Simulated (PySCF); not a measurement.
C$_{2}$H$_{5}$AlCl$_{2}$O (SMILES CC[O][Al]([Cl])[Cl]), singlet, at a GFN2-xTB geometry (such geometries of metal compounds can be far from the true shape). Base run: B3LYP/6-31G (PySCF).

PySCF was given this input:
```python
from pyscf import gto, scf, dft, solvent

mol = gto.Mole()
mol.atom = '''
    Al   -0.10842069    0.51968446    0.07193924
    Cl   -0.27294632    0.84240032   -1.92767796
    Cl   -0.40467075    1.97898872    1.44608625
    O     0.28059035   -0.96720807    0.66177565
    C     0.60307079   -2.32057531    0.81514834
    C     0.62323779   -3.04218345   -0.52455318
    H     1.58669524   -2.38815120    1.29423753
    H    -0.14024324   -2.77818103    1.47844395
    H     1.35992818   -2.58195851   -1.17918420
    H     0.87355558   -4.09000592   -0.38217241
    H    -0.35355101   -2.96699772   -0.99725219
'''
mol.basis = '6-31g'
mol.verbose = 4
mol.build()

mf = dft.RKS(mol)
mf.xc = 'b3lyp'
mf.kernel()
mf.analyze()
```

Base: dipole (D) 2.78; HOMO-LUMO gap (eV) 6.80.

A changed run: ΔE vs base (kJ/mol) -10.53; dipole (D) 3.07; HOMO-LUMO gap (eV) 6.76.

Task: Which change was made?
A. model = IEF-PCM; solvent = acetonitrile; lebedev_order = 11
B. model = C-PCM; solvent = acetonitrile
C. model = COSMO; solvent = acetonitrile
D. model = IEF-PCM; solvent = water
E. model = IEF-PCM; solvent = acetonitrile; r_probe = 0.5

Result: E, model = IEF-PCM; solvent = acetonitrile; r_probe = 0.5

The base is the gas phase, so ΔE is the electrostatic part of solvation at a fixed geometry, without cavity and dispersion terms.
